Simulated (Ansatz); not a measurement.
System: chloroboronic acid, sum formula H2BO2Cl, net charge 0, singlet state. 
Geometry from a B3LYP-D3(BJ)/def2-TZVP (Ansatz, a first-principles code) optimisation:
```xyz
6

B      0.0685    -0.4158    -0.0765
Cl    -0.2146     1.3021     0.2396
O      1.3650    -0.8133    -0.1844
O     -1.0319    -1.2077    -0.1874
H      1.5072    -1.7491    -0.3562
H     -0.8663    -2.1397    -0.3592
```
Charge 0, spin multiplicity 1.

Property: vertical triplet-singlet gap (E(triplet) - E(singlet); each state is the SCF solution reached for its spin), in kJ/mol. Cores are frozen in the correlated levels unless marked. UHF or UKS for open shells. No spin-orbit coupling. No relativistic terms. CBS marks a two-point X^-3 extrapolation of the correlation energy; Hartree-Fock from the larger set. [CCSD(T)-MP2]/basis is that difference in the basis named.

```json
[
 {"level": "SVWN5/def2-TZVPD", "program": "Ansatz", "vertical triplet-singlet gap (kJ/mol)": "671.9", "minus last row": "-111.0"},
 {"level": "PBE/def2-TZVPD", "program": "Ansatz", "vertical triplet-singlet gap (kJ/mol)": "664.5", "minus last row": "-118.4"},
 {"level": "r2SCAN/def2-TZVPD", "program": "Ansatz", "vertical triplet-singlet gap (kJ/mol)": "700.4", "minus last row": "-82.5"},
 {"level": "PBE0/def2-TZVPD", "program": "Ansatz", "vertical triplet-singlet gap (kJ/mol)": "728.4", "minus last row": "-54.5"},
 {"level": "CAM-B3LYP/def2-TZVPD", "program": "Ansatz", "vertical triplet-singlet gap (kJ/mol)": "753.0", "minus last row": "-29.9"},
 {"level": "wB97X-V/def2-TZVPD", "program": "Ansatz", "vertical triplet-singlet gap (kJ/mol)": "777.7", "minus last row": "-5.2"},
 {"level": "MP2/aug-cc-pV(T+d)Z", "program": "Ansatz", "vertical triplet-singlet gap (kJ/mol)": "821.1", "minus last row": "38.2"},
 {"level": "SCS-MP2/aug-cc-pV(T+d)Z", "program": "Ansatz", "vertical triplet-singlet gap (kJ/mol)": "819.2", "minus last row": "36.3"},
 {"level": "CCSD(T)/aug-cc-pV(D+d)Z", "program": "Ansatz", "vertical triplet-singlet gap (kJ/mol)": "756.3", "minus last row": "-26.6"},
 {"level": "RI-MP2/CBS(aug-cc-pV(T+d)Z,aug-cc-pV(Q+d)Z)+[CCSD(T)-MP2]/aug-cc-pV(T+d)Z", "program": "Ansatz", "vertical triplet-singlet gap (kJ/mol)": "782.9", "minus last row": "0.0"}
]
```
